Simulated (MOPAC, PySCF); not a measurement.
C3H6O, SMILES `C=COC` (C–C–O–C torsion 0°), neutral singlet in the gas phase. 

Z-matrix (Å, degrees):
```
C
C 1 1.3256
O 1 1.3466 2 127.91
H 2 1.0790 1 118.83 3 -180.00
H 2 1.0791 4 117.66 1 -180.00
H 1 1.0826 2 121.98 4 0.00
C 3 1.4107 1 116.98 6 -180.00
H 7 1.0863 3 106.54 1 -180.00
H 7 1.0930 8 109.65 3 -120.14
H 7 1.0930 8 109.65 9 -119.73
```
Charge 0, spin multiplicity 1.

All levels are single points at this geometry (CAM-B3LYP-D3(BJ)/def2-TZVP); Pople sets use spherical d functions. Orbital energies aren't observables, and empty levels follow the basis.

```
level                                HOMO (eV)  LUMO (eV)  gap (eV)  dipole (D)  vertical IE, Delta-SCF (eV)
-----------------------------------  ---------  ---------  --------  ----------  ---------------------------
CAM-B3LYP-D3(BJ)/def2-TZVP in PySCF      -8.08       2.05     10.14        0.94                            –
B3LYP/3-21G in PySCF                     -6.05       1.42      7.47        1.08                            –
B3LYP/6-311+G** in PySCF                 -6.56       0.15      6.71        1.04                            –
B3LYP/6-31G* in PySCF                    -6.12       1.32      7.43        0.93                         8.81
M06-2X/6-31G* in PySCF                   -7.70       2.48     10.18        0.95                            –
PBE/6-31G* in PySCF                      -5.10       0.48      5.58        0.92                         8.70
HF/3-21G in PySCF                        -9.28       5.71     14.99        1.21                            –
AM1 in MOPAC                             -9.52       1.45     10.97        0.82                            –
PM3 in MOPAC                             -9.61       1.29     10.91        0.69                            –
```
